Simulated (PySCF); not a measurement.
**`C=C(OC)[C@@H](C#N)OC`, C6H9NO2**

Molfile (atoms numbered from 1):
```
C6H9NO2
     RDKit          3D

 18 17  0  0  0  0  0  0  0  0999 V2000
   -0.8883    0.4040   -1.3828 C   0  0  0  0  0  0  0  0  0  0  0  0
   -0.3784   -0.2573   -0.3530 C   0  0  0  0  0  0  0  0  0  0  0  0
   -1.0243   -0.7197    0.7508 O   0  0  0  0  0  0  0  0  0  0  0  0
   -2.4242   -0.5632    0.7964 C   0  0  0  0  0  0  0  0  0  0  0  0
    1.1060   -0.6136   -0.2889 C   0  0  1  0  0  0  0  0  0  0  0  0
    1.3002   -1.7906   -1.1199 C   0  0  0  0  0  0  0  0  0  0  0  0
    1.4115   -2.7252   -1.7663 N   0  0  0  0  0  0  0  0  0  0  0  0
    1.9529    0.4142   -0.7490 O   0  0  0  0  0  0  0  0  0  0  0  0
    2.0069    1.5205    0.1176 C   0  0  0  0  0  0  0  0  0  0  0  0
   -1.9233    0.6799   -1.4581 H   0  0  0  0  0  0  0  0  0  0  0  0
   -0.2427    0.6960   -2.1902 H   0  0  0  0  0  0  0  0  0  0  0  0
   -2.7468   -1.0375    1.7212 H   0  0  0  0  0  0  0  0  0  0  0  0
   -2.7030    0.4948    0.8098 H   0  0  0  0  0  0  0  0  0  0  0  0
   -2.9022   -1.0529   -0.0569 H   0  0  0  0  0  0  0  0  0  0  0  0
    1.3459   -0.8909    0.7538 H   0  0  0  0  0  0  0  0  0  0  0  0
    2.4091    1.2373    1.0982 H   0  0  0  0  0  0  0  0  0  0  0  0
    1.0185    1.9728    0.2541 H   0  0  0  0  0  0  0  0  0  0  0  0
    2.6735    2.2379   -0.3555 H   0  0  0  0  0  0  0  0  0  0  0  0
  1  2  2  0
  2  3  1  0
  3  4  1  0
  2  5  1  0
  5  6  1  0
  6  7  3  0
  5  8  1  0
  8  9  1  0
  1 10  1  0
  1 11  1  0
  4 12  1  0
  4 13  1  0
  4 14  1  0
  5 15  1  1
  9 16  1  0
  9 17  1  0
  9 18  1  0
M  END
```

Method used: PySCF 2.14.0, GIAO PBE0/pcSseg-1 magnetisability, rotational g tensor and spin-rotation constants, non-relativistic, gas phase. Geometry: GFN2-xTB.

(1) Give the nuclear spin-rotation constants along the inertial axes (H = +C I·J) beside the isotropic shieldings.

## Answers

(1) Rotational constants 1.9614, 1.3121, 0.9509 GHz. A star marks the isotopologue with that one atom substituted, in its own axes.
| atom | isotope | Caa (kHz) | Cbb (kHz) | Ccc (kHz) | mean (kHz) | σ (ppm) |
| --- | --- | --- | --- | --- | --- | --- |
| N7 | 14N | 0.408 | 0.070 | 0.208 | 0.229 | -37.6 |
| H10 | 1H | 0.088 | -0.165 | -0.067 | -0.048 | 27.4 |
| H11 | 1H | 0.016 | -0.157 | -0.028 | -0.056 | 26.9 |
| H12 | 1H | -0.112 | -0.131 | 0.002 | -0.080 | 27.6 |
| H13 | 1H | -0.181 | 0.013 | -0.077 | -0.082 | 28.1 |
| H14 | 1H | -0.192 | -0.038 | -0.035 | -0.088 | 28.1 |
| H15 | 1H | -0.219 | -0.139 | 0.052 | -0.102 | 27.6 |
| H16 | 1H | -0.212 | -0.138 | 0.041 | -0.103 | 28.6 |
| H17 | 1H | 0.046 | -0.114 | -0.092 | -0.053 | 28.1 |
| H18 | 1H | -0.032 | -0.087 | -0.072 | -0.064 | 28.0 |
| C1 | 13C* | 0.750 | 0.138 | 0.245 | 0.378 | 98.8 |
| C2 | 13C* | 1.078 | 0.305 | 0.314 | 0.566 | 18.2 |
| O3 | 17O* | -0.448 | -0.105 | -0.143 | -0.232 | 209.4 |
| C4 | 13C* | 0.291 | 0.281 | 0.217 | 0.263 | 130.2 |
| C5 | 13C* | 0.422 | 0.305 | 0.206 | 0.311 | 115.0 |
| C6 | 13C* | 0.808 | 0.064 | 0.416 | 0.429 | 64.8 |
| O8 | 17O* | -0.120 | -0.151 | -0.075 | -0.116 | 292.2 |
| C9 | 13C* | 0.473 | 0.184 | 0.203 | 0.287 | 129.5 |

For the geometry as given, no vibrational averaging.
